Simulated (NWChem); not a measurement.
System: C$_{2}$H$_{7}$NOSi; SMILES O1CC[Si@@H]1N

NWChem input:

```
start job
memory heap 200 mb stack 900 mb global 1100 mb
geometry units angstroms noautosym nocenter noautoz
  N     -0.062892     1.993353    -0.378790
  Si    -0.072977     0.498793     0.464913
  C     -1.099436    -0.945009    -0.202569
  C      0.273640    -1.667503    -0.257629
  O      1.175648    -0.607909     0.179774
  H      0.191845     2.854042     0.088377
  H      0.081889     2.051730    -1.379197
  H     -0.218665     0.891642     1.892508
  H     -1.828902    -1.402958     0.471111
  H     -1.565012    -0.802146    -1.182145
  H      0.342213    -2.517993     0.430062
  H      0.562280    -2.001688    -1.261035
end
basis spherical
  N library 6-31g*
  Si library 6-31g*
  C library 6-31g*
  O library 6-31g*
  H library 6-31g*
end
dft
  xc b3lyp
  iterations 150
end
property
  shielding
end
task dft property
```

All runs use the structure optimised with B3LYP/6-31G* (spherical d). B3LYP is NWChem's, with the RPA form of VWN correlation.

GIAO values for the isolated, static molecule; σ is the absolute isotropic shielding, δ = σ(reference) − σ with the isolated reference molecule computed at the same levels (13C: tetramethylsilane, 1H: tetramethylsilane, 15N: ammonia, 17O: water, 29Si: tetramethylsilane).

Atoms are numbered as in the input.

Question: Give the results of this calculation. (B3LYP/6-31G* (spherical d), GIAO.) Quantities: δ N1 (ppm); δ Si2 (ppm); δ C3 (ppm); δ O5 (ppm); δ H6 (ppm); δ H7 (ppm); δ H8 (ppm).

Answer: 
```yaml
"δ N1 (ppm)": 37.8
"δ Si2 (ppm)": 3.9
"δ C3 (ppm)": 23.4
"δ O5 (ppm)": 102.0
"δ H6 (ppm)": 1.32
"δ H7 (ppm)": 0.93
"δ H8 (ppm)": 5.43
```
